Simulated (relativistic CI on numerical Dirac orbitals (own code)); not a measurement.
# What each ingredient does to the levels of Lu LII

Base calculation: Dirac-Coulomb-Breit CI, separate exchange-only KLI orbitals for each configuration, a model potential for QED, unscaled Slater integrals.

Configurations in the expansion (outside the closed core [Ne]): 3s2.3p6.3d2, 3s2.3p5.3d3, 3s.3p6.3d3, 3s2.3p6.3d.4s, 3s2.3p6.3d.4p, 3s2.3p6.3d.4d, 3s2.3p5.3d2.4s, 3s2.3p6.3d.4f, 3s2.3p5.3d2.4p, 3s2.3p5.3d2.4d, 3s.3p6.3d2.4s, 3p6.3d3.4p, 3s2.3p6.4s2, 3s.3p6.3d2.4p, 3s2.3p6.4s.4p, 3s2.3p6.3d.5s, 3s2.3p6.3d.5d, 3s2.3p6.3d.5g, 3p6.3d4, 3p5.3d5, 3p5.3d4.4s, 3p6.3d3.4s, 3p5.3d3.4s2, 3s2.3p6.4p2, 3s2.3p5.4s.4p2, 3s2.3p6.4s.4d, 3s2.3p5.4s2.4d, 3s.3p6.3d.4s2, 3s.3p6.4s2.4p, 3s.3p6.4s2.4d. Double excitations out of closed p, d and f shells are left out; levels of such configurations are missing from the list, as are those of other unlisted configurations, and high levels can miss mixing partners. These lack a partner that the ground configuration has and come out too high: 3s2.3p5.3d2.4p, 3s2.3p5.3d2.4d.

Variants: (1) P86 correlation estimate; (2) Breit term removed; (3) only the first 3 configurations. Shifts of the energy above 3s2.3p6.3d2 3F_2, in eV, for the lowest level and the first level of each name with at least 55 % of one term (blank where a level changes its place among those of its configuration and J or its character, or is not in the variant):

```tsv
Level	Base	Δ(1)	Δ(2)	Δ(3)
3s2.3p6.3d2 3F_2	0.000	0.000	0.000	0.000
3s2.3p6.3d2 3P_0	22.522	0.000	-0.728	+0.145
3s2.3p6.3d2 3F_3	58.883	0.000	+1.661	-0.007
3s2.3p6.3d2 1G_4	72.158	0.000	+2.391	-0.027
3s2.3p6.3d2 3P_1	73.668	0.000	+0.803	+0.015
3s2.3p6.3d2 3F_4	125.930	0.000	+3.447	-0.021
3s2.3p6.3d2 1S_0	158.154	0.000	+1.846	+0.249
3s2.3p5.3d3 3P°_1	384.654	+0.433	+3.695	-0.123
3s2.3p5.3d3 3I°_7	385.270	+0.433	+6.832	-0.235
```

At this charge energies of transitions that change n are usually good to better than 1 %, and those within a shell (Δn = 0) to a few per cent.

Ionisation energy from the two ground configurations alone: base 4672.7 eV; P86 correlation estimate 4674.56 eV; Breit term removed 4676.32 eV. The NIST ASD value (theoretical) is 4673 eV.

LS names give the leading component of a level, which can be under half, so a name can repeat, a term be missing and a line seem to break the LS rules.
